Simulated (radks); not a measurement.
The numbers below are computed, except where a source is named.
Ionisation of the selenium ion Se6+, [Ar] 3d10, to Se7+, [Ar] 3d9, under several functionals. Dirac Kohn-Sham, spin-unpolarised, spherical densities, point nucleus; open shells are shared between the two j in proportion to 2j + 1; a radial shooting solver on a logarithmic mesh with Libxc functionals.

BP86: E(Se6+) (hartree) -2421.35504; Exc (hartree) -86.25032; IE (eV) 155.72; -e(HOMO) (eV) 139.55; <r> HOMO (bohr) 0.6152; IE error (eV) +0.4
BLYP: E(Se6+) (hartree) -2421.13427; Exc (hartree) -86.00948; IE (eV) 155.56; -e(HOMO) (eV) 139.40; <r> HOMO (bohr) 0.6164; IE error (eV) +0.2
LDA (Slater exchange, Perdew-Zunger correlation): E(Se6+) (hartree) -2417.47860; Exc (hartree) -82.30042; IE (eV) 155.97; -e(HOMO) (eV) 139.81; <r> HOMO (bohr) 0.6157; IE error (eV) +0.6
PW91: E(Se6+) (hartree) -2421.21813; Exc (hartree) -86.10576; IE (eV) 155.83; -e(HOMO) (eV) 139.66; <r> HOMO (bohr) 0.6158; IE error (eV) +0.5
exchange-only LDA: E(Se6+) (hartree) -2414.72150; Exc (hartree) -79.50554; IE (eV) 153.79; -e(HOMO) (eV) 137.67; <r> HOMO (bohr) 0.6169; IE error (eV) -1.5
Wu-Cohen GGA: E(Se6+) (hartree) -2420.20756; Exc (hartree) -85.08127; IE (eV) 155.70; -e(HOMO) (eV) 139.53; <r> HOMO (bohr) 0.6156; IE error (eV) +0.4

NIST Atomic Spectra Database: 155.33 eV (measured). Closest: BLYP. The Delta-SCF values span 2.18 eV, the total energies 6.63 hartree. The highest occupied level is 3d5/2. Spin polarisation and multiplet splitting are left out, so open shells lie too high by an amount that depends on their filling. Sharing an open shell by 2j + 1 raises it above the true ground level by a part of the spin-orbit splitting, which enters the differences from NIST.

Beside tabulated values, note that spin-unpolarised runs miss the spin-polarisation part of the exchange energy of open shells.
